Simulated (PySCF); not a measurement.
Gas-phase reaction: As₄ + 6 H₂ → 4 AsH₃

Method: PySCF energies plus ideal-gas RRHO corrections (1 bar). † marks an energy on the PBE0/def2-TZVP geometry and frequencies. MP2 and CCSD(T) freeze the core. All species are closed-shell singlets. B3LYP is the form with VWN-RPA correlation. As: all electrons, no relativistic terms. MP2 isn't extrapolated to the basis-set limit; its ΔH°(298 K) is 78.8 kJ in def2-SVP and 182.9 kJ in def2-TZVPP. CCSD(T) isn't extrapolated to the basis-set limit; its ΔH°(298 K) is -8.5 kJ in def2-SVP and 78.2 kJ in def2-TZVPP. The harmonic model lacks anharmonicity and excited electronic states, which grow with temperature; levels with a mode under 35 cm⁻¹ are left out.

ΔH° and ΔS° at 298 K: B3LYP/def2-TZVP† 57 kJ, -215 J/K; CCSD(T)/def2-TZVPP† 78 kJ, -215 J/K; MP2/def2-TZVPP† 183 kJ, -215 J/K.

Problem. With the heat capacities included, give log10 K (1 bar) at 600, 1000, 1600, 1800, 2500 K from B3LYP/def2-TZVP†, CCSD(T)/def2-TZVPP†, MP2/def2-TZVPP†.

Solution. 
| T (K) | B3LYP/def2-TZVP† | CCSD(T)/def2-TZVPP† | MP2/def2-TZVPP† |
|---|---|---|---|
| 600 | -17.1 | -18.9 | -28.0 |
| 1000 | -16.0 | -17.1 | -22.6 |
| 1600 | -15.4 | -16.1 | -19.5 |
| 1800 | -15.2 | -15.8 | -18.9 |
| 2500 | -14.8 | -15.2 | -17.4 |
